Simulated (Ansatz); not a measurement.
KF2⁻. Total charge -1; singlet. Geometry PBE-D4/def2-TZVPD, that of the charge -1 singlet.

```xyz
3

K     0.001   -0.002    0.003
F     1.413    1.663    1.004
F    -1.414   -1.661   -1.007
```

The structure comes from a short search, and lower isomers may exist.

**Question.** Estimate the orbital energies around the gap (eV) in Ansatz with PBE-D4/def2-TZVPD, r2SCAN-D4/def2-TZVPD, PBE0-D4/def2-TZVPD.

**Answer.** 
```tsv
orbital	PBE-D4/def2-TZVPD	r2SCAN-D4/def2-TZVPD	PBE0-D4/def2-TZVPD
HOMO−5	-1.04	-1.27	-2.82
HOMO−4	-0.85	-1.10	-2.58
HOMO−3	-0.85	-1.10	-2.58
HOMO−2	-0.81	-1.05	-2.53
HOMO−1	-0.81	-1.05	-2.53
HOMO	-0.63	-0.87	-2.39
LUMO	2.52	2.93	2.87
LUMO+1	2.95	3.23	3.18
LUMO+2	2.95	3.23	3.18
LUMO+3	3.08	3.39	3.32
LUMO+4	4.36	4.97	4.89
LUMO+5	5.44	6.07	5.97
β HOMO	-0.63	-0.87	-2.39
β LUMO	2.52	2.93	2.87
```
